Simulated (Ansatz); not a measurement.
Program: Ansatz. Geometries: PBE0-D4/def2-TZVP. ΔE: electronic, gas phase. CCSD(T)/CBS is the MP2 limit (def2-TZVPP, def2-QZVPP) plus CCSD(T) − MP2 in def2-TZVPP, frozen cores. This one scheme is used for every species. DFT in def2-TZVPP. def2 core potentials past Kr. For Sn outer-core shells are correlated without core-valence functions, which leaves a few kJ/mol of doubt a bond. Each species was taken in one conformer, which may not be the lowest.

Consider the formal exchange of groups at the Si–Cl bond: `O[Si]1(Cl)CO1` + `[SnH4]` → `O[Si]1([SnH3])CO1` + HCl.

| species | BHLYP-D4 energy (Eh) |
| --- | --- |
| `O[Si]1(Cl)CO1` | -940.16169 |
| `[SnH4]` | -216.59516 |
| `O[Si]1([SnH3])CO1` | -695.90745 |
| HCl | -460.81729 |

Q: Work out ΔE.

A: ΔE = (-695.90745) + (-460.81729) − (-940.16169) − (-216.59516) = 0.03211 Eh = +0.87 eV. CCSD(T)/CBS gives +0.77 eV.

Largest T1 diagnostic among the species: 0.014.

At CCSD(T), def2-SVP lies +0.06 eV from the extrapolated value and def2-TZVPP +0.05 eV. Leaving LDA and LC-ωPBE aside and taking each functional with its dispersion term where it has one, the values, not all of them listed here, spread over 0.30 eV, from PBE-D4 to B97M-V. In def2-TZVPP, CCSD(T) changes the Hartree–Fock value by −0.22 eV (the triples alone add −0.02 eV) and MP2 by −0.20 eV.
